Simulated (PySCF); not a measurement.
**One elementary step**

Start structure (ZnH₂ClF, singlet), relaxed at PBE0-D4/def2-TZVP:

```xyz
5
angstrom
Zn -0.6772 -0.4340 -0.5822
H -0.2119 -1.7233 0.1021
Cl -1.5207 1.1490 -1.6927
H 1.3603 0.1768 1.3372
F 0.9536 0.8262 0.8202
```

The step: ZnHCl ([Cl][ZnH]) + HF → ZnClF + H₂; bonds formed: Zn1–F5, H2–H4; bonds broken: Zn1–H2, H4–F5. PySCF 2.14 with density fitting (its default auxiliary sets; JK sets also for MP2 and CCSD(T)); basis: def2-TZVPP and def2-QZVPP; cores frozen in the correlated methods. The 3s and 3p shells of Cu and Zn are frozen; filled d shells are correlated. Extrapolation: Hartree–Fock as exp(−7.88 √X), correlation as X^−2.97. Energies below are by CCSD(T) at an estimated basis limit (MP2 extrapolated from triple and quadruple zeta, plus CCSD(T) − MP2 in triple zeta).

Question: What are the electronic barrier and the energy of the step, from the start structure to the end structure? (To be estimated.)

Answer: The calculation gives: Barrier 71.4 kJ/mol; step energy -31.9 kJ/mol (downhill); reverse barrier, their difference, 103.3 kJ/mol. Barrier and step energy count from the start structure, the reverse barrier from the end structure.

The saddle point: One imaginary mode of 1012i cm⁻¹.
| pair | start (Å) | saddle (Å) | end (Å) |
| --- | --- | --- | --- |
| Zn1–F5 | 2.49 | 1.98 | 1.75 |
| H2–H4 | 2.76 | 0.99 | 0.75 |
| Zn1–H2 | 1.53 | 1.76 | 2.55 |
| H4–F5 | 0.92 | 1.23 | 2.68 |

Zero-point energy (harmonic, PBE0-D4): ZPE is 48.4 kJ/mol at the start and 41.9 kJ/mol at the saddle, so the barrier goes from 71.4 to 64.9 kJ/mol.

T1 diagnostic: at most 0.016.

Labels in which every atom is bracketed show which atoms are joined, not bond orders.

For scale, one of the runs: CCSD(T)/def2-TZVPP, 165 basis functions, launched by `OMP_NUM_THREADS=4 python run.py`. Hardware: 4 CPU threads of an Arm Neoverse V2, shared host. Wall time 3 min; peak host memory 1.6 GiB.
